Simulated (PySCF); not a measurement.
## Radial density of Se (selenium, neutral)

UHF, [Ar] 3d10 4s1 4p4 4d1, one real determinant (an excited configuration). All numbers are calculated (PySCF 2.14, a scalar-relativistic core potential, in aug-cc-pVTZ-PP with one added diffuse shell each of s, d, f type with ECP10MDF (7s5p5d3f, 68 functions)). This is the valence pseudo-density: the core potential removes the inner electrons and smooths the orbitals near the nucleus.

| r (bohr) | 4πr²ρ (e/bohr) | 4πr²(ρα − ρβ) |
| --- | --- | --- |
| 0.000597 | 2.645e-05 | 0.0000 |
| 0.00100 | 7.465e-05 | 0.0000 |
| 0.00169 | 0.0002097 | 0.0000 |
| 0.00284 | 0.0005814 | 0.0000 |
| 0.00478 | 0.001558 | 0.0001 |
| 0.00803 | 0.003860 | 0.0003 |
| 0.0135 | 0.008411 | 0.0006 |
| 0.0227 | 0.01634 | 0.0012 |
| 0.0382 | 0.02956 | 0.0019 |
| 0.0643 | 0.1024 | 0.0022 |
| 0.108 | 0.7761 | 0.0019 |
| 0.182 | 4.969 | 0.0140 |
| 0.306 | 19.96 | 0.2004 |
| 0.515 | 32.23 | 0.2458 |
| 0.866 | 11.81 | 0.2046 |
| 1.46 | 3.586 | 1.8958 |
| 2.45 | 1.896 | 1.1180 |
| 4.12 | 0.3195 | 0.1923 |
| 6.93 | 0.1325 | 0.1303 |
| 11.7 | 0.009055 | 0.0091 |

⟨L²⟩ = 8.03 against 12 for a pure F term, so this real determinant mixes terms. Energies and moments cover only the electrons outside the core potential. The outer electron is Rydberg-like, and this basis confines it to a smaller radius and binds it less than a complete one would.
